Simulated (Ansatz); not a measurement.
Ideal-gas functions of `F[SiH](Cl)[GeH2][Cl]` at 400 K and 1 bar, from an Ansatz frequency run at PBE0-D4/def2-TZVP.

Molar mass 193.62 g/mol, point group C1 (symmetry number 1), electronic degeneracy 1, moments of inertia 237.552, 540.504, 606.258 u Å². Harmonic wavenumbers (cm⁻¹, unscaled): 25, 68, 113, 194, 269, 355, 417, 425, 572, 635, 727, 777, 808, 857, 908, 2155, 2166, 2247.

Use S(trans) = R[1.5 ln M + 2.5 ln T − 1.1517]; rotational temperatures θ = 24.2544 K / I; S(rot) = R[ln(√π/σ · √(T³/θAθBθC)) + 1.5]; for each mode x = 1.438777 ν̃/T, S = R[x/(eˣ − 1) − ln(1 − e⁻ˣ)] and H = RT x/(eˣ − 1); 1 cm⁻¹ = 0.0119627 kJ/mol; R = 8.31446 J/(mol·K).

Task: By hand: the entropy, in J/(mol·K).

Result: Translation 180.6. Rotation: θ = 0.1021, 0.0449, 0.04 K, giving 127.7. Vibration, mode by mode: 28.35, 20.04, 15.86, 11.47, 8.91, 6.82, 5.68, 5.55, 3.64, 3.05, 2.35, 2.04, 1.87, 1.62, 1.40, 0.03, 0.03, 0.02, in all 118.7. Electronic 0.0. Sum 427.0 J/(mol·K).

Task: By hand: H − E and G − E in kJ/mol, counted from the electronic energy.

Result: Zero-point energy ½ × 13718 × 0.0119627 = 82.1; thermal vibration 22.2; translation, rotation and pV give 4 RT = 13.3. H − E = 117.6 kJ/mol, and G − E = 117.6 − 400 × 427.0/1000 = -53.2 kJ/mol.

Vibration gives 28 % of the entropy, 64.2 J/(mol·K) of it from the modes under 150 cm⁻¹: soft modes count most, and the harmonic formula is weakest for them. The sum counts one conformer and one mirror image; others add a mixing term.
